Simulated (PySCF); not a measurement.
**C₆ coefficients of unlike pairs at PBE**

Calculated with PySCF 2.14 from the dipole response of each species, C₆(A,B) = (3/π) ∫ α_A(iu) α_B(iu) du, in atomic units, from isotropic polarisabilities. For ions this is the dispersion term alone; charge-induced terms of lower order in 1/R come first.

```json
{"species": "P²⁺", "configuration": "[Ne] 3s2 3p1 (2P)", "basis": "aug-cc-pCVQZ-DK (10s9p7d5f3g)", "relativity": "spin-free X2C", "α (bohr³)": "9.155", "C₆ (like pair)": "32.97"}
{"species": "I³⁺", "configuration": "[Kr] 4d10 5s2 5p2 (3P)", "basis": "aug-cc-pVQZ-PP with one added diffuse shell each of s, p, d, f, g type with ECP28MDF (8s8p6d4f3g)", "relativity": "core potential", "α (bohr³)": "10.04", "C₆ (like pair)": "55.22"}
{"species": "Zr³⁺", "configuration": "[Kr] 4d1 (2D)", "basis": "dyall-av2z (22s15p11d2f)", "relativity": "none", "α (bohr³)": "5.457", "C₆ (like pair)": "22.52"}
{"species": "Zn", "configuration": "[Ar] 3d10 4s2 (1S)", "basis": "def2-TZVPPD (6s6p4d2f1g)", "relativity": "none", "α (bohr³)": "39.17", "C₆ (like pair)": "270.6"}
```

Problem. Estimate C₆ for Zn with Zr³⁺.

Solution. The integral gives 62.94. The combination rule 2 C_A C_B / (C_A α_B/α_A + C_B α_A/α_B) gives 61.13 and the geometric mean 78.05.

No spin-orbit coupling is included.

The other pairs:

| pair | C₆ |
| --- | --- |
| I³⁺, P²⁺ | 41.98 |
| Zr³⁺, I³⁺ | 34.74 |
| Zr³⁺, P²⁺ | 25.62 |
| Zn, P²⁺ | 88.64 |
| Zn, I³⁺ | 107.5 |
